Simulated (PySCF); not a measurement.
Species: C7H14Si.
SMILES with atom numbers: `[CH3:1][CH:2]([CH3:3])[SiH:4]1[CH2:5][CH:6]=[CH:7][CH2:8]1` (hydrogens: H9, H10, H11 on C1; H12 on C2; H13, H14, H15 on C3; H16 on Si4; H17, H18 on C5; H19 on C6; H20 on C7; H21, H22 on C8)

The closed-shell ground state was solved at several levels (PySCF, density fitting, gas phase, non-relativistic). One conformer (not necessarily the lowest) at the PBE0-D3(BJ)/def2-SVP geometry, without solvent, vibrations or thermal averaging.

| level | basis functions | total energy (Eh) | HOMO (eV) | LUMO (eV) | gap (eV) | dipole (D) |
| --- | --- | --- | --- | --- | --- | --- |
| B3LYP/def2-SVPD | 276 | -564.4140 | -6.76 | 0.27 | 7.03 | 0.59 |
| PBE0/pcSseg-1 | 213 | -564.1569 | -6.96 | 0.60 | 7.56 | 0.61 |

Q: Estimate the row for PBE/pcSseg-1, a basis of 213 functions; the other rows only guide the guess.

A: Total energy -564.0829 Eh, HOMO -5.85 eV, LUMO -0.45 eV, gap 5.40 eV, dipole 0.61 D.

Q: Over all these levels, which gives the widest orbital gap and which the narrowest?

A: PBE0/pcSseg-1 (global hybrid, 25 % exact exchange) has the widest, 7.56 eV, and PBE/pcSseg-1 (GGA) the narrowest, 5.40 eV. The two share the basis. From the narrowest to the widest the HOMO moves by -1.11 eV and the LUMO by +1.05 eV.

Q: How far do the dipole and the HOMO energy spread over the levels?

A: The dipole runs from 0.59 to 0.61 D (mean 0.60 D) and the HOMO from -6.96 to -5.85 eV.
